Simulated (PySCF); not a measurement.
# How methods differ on the ionisation energy of Rb(20+)

Rb(20+) [Ne] 3s2 3p5 [3p1/2^2 3p3/2^3, M_J = 3/2] → Rb(21+) [Ne] 3s2 3p4 [3p1/2^2 3p3/2^2, M_J = 2], as a difference of total energies. Computed with PySCF 2.14 in an even-tempered Gaussian basis (19 s from 2.3 bohr⁻², ratio 2.4; 14 p from 2.9 bohr⁻², ratio 2.4; 5 d from 14 bohr⁻², ratio 2.6; 4 f from 20 bohr⁻², ratio 2.6), with the two-component X2C-1e Hamiltonian. Correlated levels: 1s2 frozen; the 56 highest virtual spinors dropped. "Screened" scales the spin-orbit matrix elements by Boettger's factors to mimic the two-electron term; Breit and QED terms are absent.

```csv
method,ionisation energy (eV)
GHF (spin-free),908.26
GMP2 (spin-free),909.17
GHF (screened spin-orbit),905.46
GMP2 (screened spin-orbit),906.37
```

Problem. How much does correlation contribute at GMP2 (screened spin-orbit)?

Solution. 906.37 − (905.46) = 0.91 eV, measured against GHF (screened spin-orbit).

Breit and QED terms and the two-electron picture change are absent.

The spin-free rows relax to the high-spin LS determinant and lack the spin-orbit shift.

The labels give the starting determinants; with spin-orbit coupling the two ends relaxed to ⟨J²⟩ = 3.75, ⟨L²⟩ = 2.00, ⟨S²⟩ = 0.75 and ⟨J²⟩ = 6.00, ⟨L²⟩ = 2.68, ⟨S²⟩ = 1.66.

For comparison: 905.3 ± 1 eV (semi-empirical (NIST evaluation); NIST Atomic Spectra Database, ionization energies).
